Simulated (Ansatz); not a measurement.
Reactions of C3H6AlCl, SMILES `C=[C](Cl)[AlH][CH3]`.

Program: Ansatz. Geometries: PBE0-D4/def2-TZVP. ΔE: electronic, gas phase. CCSD(T)/CBS adds triple-zeta CCSD(T) − MP2 to the extrapolated MP2 energy (def2 sets, frozen cores). This one scheme is used for every species. Functionals use def2-TZVPP. For Br outer-core shells are correlated without core-valence functions, which leaves a few kJ/mol of doubt a bond. Scalar relativity is left out up to krypton. Each species was taken in one conformer, which may not be the lowest.

```tsv
reaction	HF/CBS(def2) (kJ/mol)	ωB97M-V (kJ/mol)	PBE0-D4 (kJ/mol)	CCSD(T)/CBS(def2) (kJ/mol)
`C=[C](Cl)[AlH][CH3]` + `BO[SiH2]F` → `C=[C](Cl)[AlH][F]` + `BO[SiH2]C`	-39	-44	-46	-44
`C=[C](Cl)[AlH][CH3]` + `[NH2][AlH2]` → `[CH3][AlH][NH][AlH2]` + `C=CCl`	-88	-83	-81	-83
`C=[C](Cl)[AlH][CH3]` → `C=C[CH2][AlH][Cl]`	-179	-183	-186	-180
`C=[C](Cl)[AlH][CH3]` + H₂ → `C=[CH][AlH][CH3]` + HCl	-89	-65	-62	-65
`C=[C](Cl)[AlH][CH3]` + H₂S → `[CH3][AlH][SH]` + `C=CCl`	-113	-107	-111	-107
`C=[C](Cl)[AlH][CH3]` + `F[CH2][AlH][F]` → `[CH3][AlH][CH2]F` + `C=[C](Cl)[AlH][F]`	-1	0	0	1
`C=[C](Cl)[AlH][CH3]` + HBr → `C=[C](Br)[AlH][CH3]` + HCl	-5	-6	-6	-9
`C=[C](Cl)[AlH][CH3]` + `CBN` → `CB[NH][AlH][CH3]` + `C=CCl`	-71	-63	-60	-64
`C=[C](Cl)[AlH][CH3]` + SiH₄ → `C=[C](Cl)[AlH][SiH3]` + CH₄	-3	-3	-20	-10
`C=[C](Cl)[AlH][CH3]` + `O[SiH2]O` → `[CH3][AlH][O][SiH2]O` + `C=CCl`	-169	-148	-143	-149
```

Largest T1 diagnostic: 0.013, for `BO[SiH2]F`.
